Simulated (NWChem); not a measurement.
A series in which one site is exchanged, each optimised at PBE0/def2-SVP with NWChem, gas phase unless a solvent is named. For some, no frequency run checked for a minimum. def2 effective core potentials on I; no spin-orbit coupling.

A: [Mg]([Cl])[I] (MgICl; site = I)
B: [MgH][Cl] (MgHCl; site = H)
C: [F][Mg][Cl] (MgClF; site = F)
D: [Cl][Mg][Cl] (MgCl$_{2}$; site = Cl)

Rank them by dipole (D), PBE0/def2-SVP, lowest first.

D (0.00), C (0.13), A (0.50), B (1.52)
